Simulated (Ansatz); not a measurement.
Ansatz (an electronic-structure program) input (RI-MP2/cc-pVQZ):
A basis named .json is the Basis Set Exchange file of that set.

Ansatz 0.2 input:
```yaml
crystal:
  periodic: [false, false, false]
  atoms:
    - {symbol: C, position_ang: [2.39033040, 1.14952457, 0.79461830]}
    - {symbol: C, position_ang: [0.92222578, 0.73786732, 0.75372796]}
    - {symbol: C, position_ang: [0.58901700, -0.15114544, -0.46407880]}
    - {symbol: C, position_ang: [-0.84174108, -0.57016892, -0.53102604]}
    - {symbol: C, position_ang: [-1.30876483, -1.70185438, 0.31867951]}
    - {symbol: C, position_ang: [-1.85614011, 0.38684588, -1.05632593]}
    - {symbol: H, position_ang: [2.66484787, 1.71216044, -0.10102625]}
    - {symbol: H, position_ang: [3.04181334, 0.27371794, 0.84591013]}
    - {symbol: H, position_ang: [2.60637579, 1.77686638, 1.66157567]}
    - {symbol: H, position_ang: [0.28840671, 1.62890187, 0.72876955]}
    - {symbol: H, position_ang: [0.66302148, 0.19942930, 1.66980097]}
    - {symbol: H, position_ang: [1.23584200, -1.03506083, -0.42674530]}
    - {symbol: H, position_ang: [0.85967938, 0.40031813, -1.37166493]}
    - {symbol: H, position_ang: [-0.53636534, -2.46560224, 0.43562335]}
    - {symbol: H, position_ang: [-1.58350057, -1.37098738, 1.33390126]}
    - {symbol: H, position_ang: [-2.20128666, -2.17708663, -0.09804298]}
    - {symbol: H, position_ang: [-1.44774226, 1.01207251, -1.85375335]}
    - {symbol: H, position_ang: [-2.73714759, -0.13232342, -1.44412437]}
    - {symbol: H, position_ang: [-2.22350714, 1.07117970, -0.27379377]}
basis:
  gaussian:
    orbitals: cc-pVQZ
    fitting: {mean_field: def2-universal-jkfit, correlation: cc-pVQZ-RIFIT.json}
magnetization: {spin_polarized: true, initial_magnetization: 1}
correlation: {method: mp2, electrons: outside_noble_gas}
```

Output:

```
Functional definition: HF
integrals: 2.28 GiB planned
684 factors; integrals over basis functions are off by at most 4.0e0 eV
2.06 GiB of device memory are held for the factors and their scratch space
mean field: 4.92 GiB planned
mean field evaluation 1: about -6384.2927 eV, gradient 3.1e1 eV
mean field evaluation 2: about -6389.3273 eV, gradient 1.2e1 eV
mean field evaluation 4: about -6390.2929 eV, gradient 8.9e-1 eV
mean field evaluation 8: about -6390.3048 eV, gradient 1.3e-6 eV
mean field -6390.30479484 eV, -234.8393697061 hartree, gradient 1.3e-6 eV, S^2 0.764960; 0 other end points of the search recorded, 0 dependent functions left out
6 core orbitals not correlated
1507 factors; their error is unknown
reference -6390.30479484 eV, -234.8393697061 hartree; 19, 18 occupied and 695, 696 virtual orbitals, 1507 factors
second order -29.74783078 eV of doubles, -0.00000000 eV of singles
Total energy: -6420.05262562 eV, -235.9325823235 hartree
```

It need not be the lowest isomer of its formula.
